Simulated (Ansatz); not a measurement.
Basis-set extrapolation for ClFH₄OSi₂ (`O[SiH](F)[SiH2]Cl`) (PBE0-D4/def2-TZVP geometry, frozen core, Ansatz). Multiplicity 1, RHF reference.

```csv
,def2-TZVPP,def2-QZVPP
HF,-1214.285033,-1214.324862
MP2 correlation,-0.914903,-0.998695
CCSD(T) correlation,-0.994055,not run
```

Energies in hartree. Use E(X) = E(∞) + A·exp(−7.88·√X) for Hartree–Fock and E(X) = E(∞) + B·X^(−2.97) for correlation, with X = 3 and 4, and add CCSD(T) minus MP2 of the smaller set to the MP2 limit.

Problem. What is the CCSD(T) energy at the basis-set limit?

Solution. HF limit: -1214.324862 + (-0.039829) × 0.13774 = -1214.33035. MP2 limit: -0.998695 + (-0.083792) × 0.74074 = -1.06076. Higher-order term: -0.994055 − (-0.914903) = -0.07915. Total: -1215.47026 hartree, 5.20 eV below CCSD(T)/def2-TZVPP.
